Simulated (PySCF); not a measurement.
Computed IR spectrum (relative IR intensity) of a molecule C3H7BFN. The structure is a stationary point at PBE-D3(BJ)/def2-SVP. One conformer was computed; it need not be the lowest. All values below come from PBE-D3(BJ)/def2-SVP (PySCF 2.14.0). No scaling factor is applied to the harmonic values.

ν (cm⁻¹): 596 (m), 696 (m), 949 (w), 980 (w), 1011 (w), 1048 (m), 1074 (vw), 1198 (m), 1270 (w), 1337 (m), 1381 (vw), 1405 (m), 1420 (m), 1519 (vs), 1640 (m), 2942 (m), 3003 (w), 3049 (w), 3061 (vw), 3085 (vw), 3150 (w), 3536 (w) (against the strongest line: vs over 80 %, s over 45 %, m over 15 %, w over 4 %, vw less)

### Question
Identify the compound among the candidates.
A. C=CB(F)NC
B. CB(N)/C=C\F
C. C=C(F)B(C)N
D. C=C(C)B(N)F

### Answer
A, C=CB(F)NC
